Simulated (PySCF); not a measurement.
Computed IR spectrum (relative IR intensity) of a molecule CH12N2Si3. Geometry optimised at PBE-D3(BJ)/def2-SVP. Other conformers were not sampled. Level of theory: PBE-D3(BJ)/def2-SVP in PySCF. Frequencies are harmonic and unscaled.

Lines under 2 % of the strongest are left out, and lines within 2 cm⁻¹ are merged.

ν (cm⁻¹): 237 (vw), 255 (w), 342 (m), 347 (s), 374 (m), 406 (w), 416 (s), 471 (w), 511 (w), 602 (w), 612 (vw), 713 (w), 721 (m), 755 (s), 792 (w), 800 (vs), 838 (m), 859 (m), 868 (m), 896 (vw), 906 (w), 913 (s), 921 (m), 983 (w), 1019 (s), 1322 (vw), 1481 (m), 1487 (w), 2102 (s), 2121 (m), 2132 (m), 2145 (m), 2157 (m), 2162 (m), 3490 (w), 3493 (w), 3589 (w), 3596 (w) (against the strongest line: vs over 80 %, s over 45 %, m over 15 %, w over 4 %, vw less)

Problem. Identify the compound among the candidates.
A. C[Si](N)(N)[SiH2][SiH3]
B. N[SiH](N)C[SiH2][SiH3]
C. CN([SiH2]N)[SiH2][SiH3]
D. C[Si@@H](N)[SiH2]N[SiH3]

Solution. B, N[SiH](N)C[SiH2][SiH3]
